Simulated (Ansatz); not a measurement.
Consider the redistribution: `[NH2][Hf]([NH2])([F])[Cl]` + `OBCCl` → `[NH2][Hf]([F])([Cl])[Cl]` + `NCBO`.

Computed with Ansatz on PBE0-D4/def2-TZVP structures; ΔE is electronic, products minus reactants. CCSD(T)/CBS is the MP2 limit (def2-TZVPP, def2-QZVPP) plus CCSD(T) − MP2 in def2-TZVPP, frozen cores. This one scheme is used for every species. Functionals use def2-TZVPP. B3LYP here is the variant with VWN-RPA as its local correlation; programs differ in this. Elements past krypton have def2 core potentials. For Hf outer-core shells are correlated without core-valence functions, which leaves a few kJ/mol of doubt a bond. One conformer a species, not always the lowest.

```tsv
level	ΔE (kJ/mol)	difference from CCSD(T)/CBS
PBE-D4	-78.5	-0.3
r2SCAN-D4	-81.9	-3.7
PBE0-D4	-83.1	-4.9
B3LYP-D4	-78.2	0.0
ωB97X-V	-82.1	-3.9
ωB97M-V	-80.9	-2.7
B2PLYP	-80.3	-2.1
PBE	-79.0	-0.8
r2SCAN	-82.1	-3.9
PBE0	-83.5	-5.3
B3LYP	-79.0	-0.8
HF/def2-TZVPP	-87.6	-9.4
MP2/def2-TZVPP	-81.4	-3.2
SCS-MP2/def2-TZVPP	-79.8	-1.6
CCSD/def2-TZVPP	-81.1	-2.9
CCSD(T)/def2-TZVPP	-80.8	-2.6
HF/def2-QZVPP	-87.3	-9.1
MP2/def2-QZVPP	-79.8	-1.6
SCS-MP2/def2-QZVPP	-78.5	-0.3
HF/CBS(def2)	-87.3	-9.1
MP2/CBS(def2)	-78.8	-0.6
CCSD/CBS(def2)	-78.5	-0.3
CCSD(T)/CBS	-78.2	0
```

Largest T1 diagnostic among the species: 0.014.

In def2-TZVPP, CCSD(T) changes the Hartree–Fock value by +6.8 kJ/mol (the triples alone add +0.3 kJ/mol) and MP2 by +6.2 kJ/mol. From PBE to PBE0 (25 % exact exchange), in def2-TZVPP and without D4, ΔE moves by −4.5 kJ/mol.
